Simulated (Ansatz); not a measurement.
NbF₄, relaxed as a doublet with UKS PBE0-D4/def2-SVP in Ansatz, starting from the GFN2-xTB geometry. Force threshold 0.02 eV/Å.

In the def2 sets Nb takes a core potential; there is no spin–orbit coupling.

Start:

```
atom   x (Å)   y (Å)   z (Å)
 Nb1   0.000   0.000   0.000
  F2   1.528  -0.583   0.728
  F3   0.210  -1.019  -1.457
  F4  -1.049   1.165  -0.865
  F5  -0.689   0.437   1.594
```

Task: Estimate the energy that the relaxation releases and the steps that it takes.

Result: 17.1 kcal/mol, in 5 steps; 6.5 s on 4 threads of Arm Neoverse V1 on a shared host. No frequencies were taken in this run, so the end may be a saddle point.

Task: Does the start keep its bonding and symmetry?

Result: By distances, no bond broke or formed. The bond that changes most is Nb1–F5, from 1.79 to 1.86 Å (atoms count from 1). Point group D2d at the start, D2d at the end, both within 0.05 Å.

Task: Predict the relaxed structure.

Result: 
Cartesian coordinates in Å:
```
Nb 0.000 0.000 0.000
F 1.722 -0.273 0.637
F -0.037 -1.280 -1.344
F -0.777 1.421 -0.907
F -0.908 0.132 1.613
```
Bond lengths: 4 × F–Nb 1.86 Å.
